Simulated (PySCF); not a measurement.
**Magnetisability: `N1=NC=C([Si](C)(C)C)N1`, C₅H₁₁N₃Si**

Molfile (atoms numbered from 1):
```
C5H11N3Si
     RDKit          3D

 20 20  0  0  0  0  0  0  0  0999 V2000
   -1.4298    1.1363   -1.2082 C   0  0  0  0  0  0  0  0  0  0  0  0
   -0.5990   -0.1062   -0.0328 Si  0  0  0  0  0  4  0  0  0  0  0  0
   -1.3128    0.0338    1.7301 C   0  0  0  0  0  0  0  0  0  0  0  0
   -0.7853   -1.8836   -0.7011 C   0  0  0  0  0  0  0  0  0  0  0  0
    1.2394    0.2940    0.0474 C   0  0  0  0  0  0  0  0  0  0  0  0
    1.9614    1.4549   -0.1740 C   0  0  0  0  0  0  0  0  0  0  0  0
    3.2651    1.2075    0.0321 N   0  0  0  0  0  0  0  0  0  0  0  0
    3.4118   -0.0172    0.3650 N   0  0  0  0  0  0  0  0  0  0  0  0
    2.2140   -0.5889    0.3832 N   0  0  0  0  0  0  0  0  0  0  0  0
   -0.9666    1.1244   -2.1902 H   0  0  0  0  0  0  0  0  0  0  0  0
   -1.3607    2.1494   -0.8249 H   0  0  0  0  0  0  0  0  0  0  0  0
   -2.4829    0.9062   -1.3384 H   0  0  0  0  0  0  0  0  0  0  0  0
   -2.3853   -0.1351    1.7334 H   0  0  0  0  0  0  0  0  0  0  0  0
   -0.8651   -0.6899    2.4056 H   0  0  0  0  0  0  0  0  0  0  0  0
   -1.1355    1.0211    2.1469 H   0  0  0  0  0  0  0  0  0  0  0  0
   -0.2714   -2.0076   -1.6504 H   0  0  0  0  0  0  0  0  0  0  0  0
   -1.8313   -2.1243   -0.8651 H   0  0  0  0  0  0  0  0  0  0  0  0
   -0.3892   -2.6242   -0.0117 H   0  0  0  0  0  0  0  0  0  0  0  0
    1.6123    2.4230   -0.4658 H   0  0  0  0  0  0  0  0  0  0  0  0
    2.1055   -1.5630    0.6157 H   0  0  0  0  0  0  0  0  0  0  0  0
  1  2  1  0
  2  3  1  0
  2  4  1  0
  2  5  1  0
  5  6  2  0
  6  7  1  0
  7  8  2  0
  8  9  1  0
  9  5  1  0
  1 10  1  0
  1 11  1  0
  1 12  1  0
  3 13  1  0
  3 14  1  0
  3 15  1  0
  4 16  1  0
  4 17  1  0
  4 18  1  0
  6 19  1  0
  9 20  1  0
M  END
```

Theory: GIAO PW91/3-21G magnetisability, rotational g tensor and spin-rotation constants, non-relativistic, gas phase in PySCF 2.14.0. Geometry: GFN2-xTB.

Q: How diamagnetic is it, and how anisotropic?

A: Isotropic -1717 × 10⁻³⁰ J/T², or -103.4 × 10⁻⁶ cm³/mol; principal values -2281, -1507, -1363 × 10⁻³⁰ J/T², anisotropy 855 × 10⁻³⁰ J/T² (root of half the summed squared differences of the principal values). The susceptibility is in cgs units.

Q: Split it along the inertial axes a, b, c into diamagnetic and paramagnetic parts about the centre of mass, with the quadrupole moment.

A: 
```tsv
axis	χ (10⁻⁶ cm³/mol)	diamagnetic (10⁻⁶ cm³/mol)	paramagnetic (10⁻⁶ cm³/mol)	summed x² of all electrons (Å²)	quadrupole Θ (D Å)
a	-90.5	-681.6	591.1	279.3	-17.29
b	-82.3	-1467.9	1385.5	94.0	+13.28
c	-137.3	-1583.4	1446.1	66.7	+4.01
```
Anisotropies 2χaa − χbb − χcc = +38.6 and 2χbb − χaa − χcc = +63.2 × 10⁻⁶ cm³/mol. Θ is traceless in Buckingham's convention.

Q: And the rotational g tensor?

A: 
| axis | rotational constant (GHz) | g | nuclear part | electronic part |
| --- | --- | --- | --- | --- |
| a | 2.3394 | -0.0148 | 0.6348 | -0.6496 |
| b | 0.8911 | -0.0166 | 0.5635 | -0.5801 |
| c | 0.8207 | +0.0080 | 0.5655 | -0.5575 |

Asymmetric top; isotopes 12C, 1H, 14N, 28Si; no vibrational averaging.
